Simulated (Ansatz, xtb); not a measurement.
**C3H9NaSi: which of two isomers lies lower**

Structure I is `CC[Si@H](C)[Na]`, a singlet and structure II is `C[Si](C)(C)[Na]`, a singlet. Both are isolated molecules in the gas phase, relaxed with PBE-D3(BJ)/def2-SVP; the shapes shown needn't be the lowest conformers.

I (Å):

```xyz
14

C     0.8115   -2.2275    0.5115
C     1.3062   -1.0586   -0.3495
C    -1.3532   -0.9811   -1.9400
Na    0.8463    2.3362   -2.4132
Si   -0.0832    0.1206   -0.9995
H     0.2546   -1.8639    1.4006
H     0.1207   -2.8880   -0.0531
H     1.6446   -2.8664    0.8790
H     1.8734   -1.4372   -1.2296
H     2.0294   -0.4369    0.2236
H    -0.8239    0.5362    0.2722
H    -2.2346   -0.3866   -2.2571
H    -0.8990   -1.4183   -2.8536
H    -1.7212   -1.8171   -1.3075
```

II (Å):

```xyz
14

C     0.5448   -2.6610   -0.2094
C     1.1629   -0.2336   -1.9437
C    -1.5274   -0.4509   -0.5305
Na    1.4191    0.5688    1.9523
Si    0.3551   -0.7487   -0.2766
H     0.0296   -3.0915    0.6744
H     0.1042   -3.1263   -1.1199
H     1.6112   -2.9639   -0.1562
H     0.6982   -0.7915   -2.7878
H     1.0339    0.8507   -2.1422
H     2.2516   -0.4489   -1.9536
H    -1.7545    0.6255   -0.6776
H    -1.8888   -1.0004   -1.4289
H    -2.1176   -0.8017    0.3415
```

Quicker runs give these differences E(II) − E(I): GFN2-xTB +0.6 kcal/mol; HF/STO-3G −13.3 kcal/mol (at GFN2-xTB geometries); r2SCAN-D4/def2-SVP −9.5 kcal/mol (at GFN2-xTB geometries).

Estimate which is lower in electronic energy at CCSD(T)/def2-SVP + ΔMP2/def2-TZVPP, and by roughly how much.

The CCSD(T)/def2-SVP + ΔMP2/def2-TZVPP calculation puts structure II lower, by 9.9 kcal/mol.

The same difference at several levels:

| level | geometry | E(II) − E(I) (kcal/mol) | departure from the last row (kcal/mol) | job, with rough time for the two |
| --- | --- | --- | --- | --- |
| GFN2-xTB | GFN2-xTB | +0.6 | +10.5 | optimisation, 0.45 s |
| HF/STO-3G | GFN2-xTB | −13.3 | −3.4 | single point, 1.4 s |
| r2SCAN-D4/def2-SVP | GFN2-xTB | −9.5 | +0.4 | single point, 10 s |
| PBE-D3(BJ)/def2-SVP | PBE-D3(BJ)/def2-SVP | −8.1 | +1.7 | optimisation, 60 s |
| HF/def2-SVP | PBE-D3(BJ)/def2-SVP | −7.3 | +2.6 | part of the CCSD(T) run |
| MP2/def2-SVP | PBE-D3(BJ)/def2-SVP | −7.9 | +1.9 | part of the CCSD(T) run |
| CCSD(T)/def2-SVP | PBE-D3(BJ)/def2-SVP | −7.1 | +2.8 | single point |
| CCSD(T)/def2-SVP + ΔMP2/def2-TZVPP | PBE-D3(BJ)/def2-SVP | −9.9 |  | single point, 95 s |

As drawn, II has 1 C–Si, 1 C–H in place of 1 C–C, 1 Si–H.

GFN2-xTB puts the two in the other order. The largest departure from CCSD(T)/def2-SVP + ΔMP2/def2-TZVPP is that of GFN2-xTB, 10.5 kcal/mol. The last row adds to CCSD(T) the change of the MP2 difference between the two basis sets, here −2.8 kcal/mol.

With harmonic frequencies from PBE-D3(BJ)/def2-SVP (ideal gas, rigid rotor, one conformer each, 298.15 K, 1 atm): on the last row, ΔE + ΔZPE = −10.0, ΔH = −9.7, ΔG = −9.3 kcal/mol.

The correlated steps freeze 9 core orbitals; the last core shell of Na is correlated, in a basis made for valence electrons. Mirror images aren't counted in ΔG. Run with Ansatz 0.2.0, xtb 6.7.1; the last row on 2 threads of Intel(R) Xeon(R) Processor @ 2.50GHz (Skylake/Cascade Lake) on a shared host.
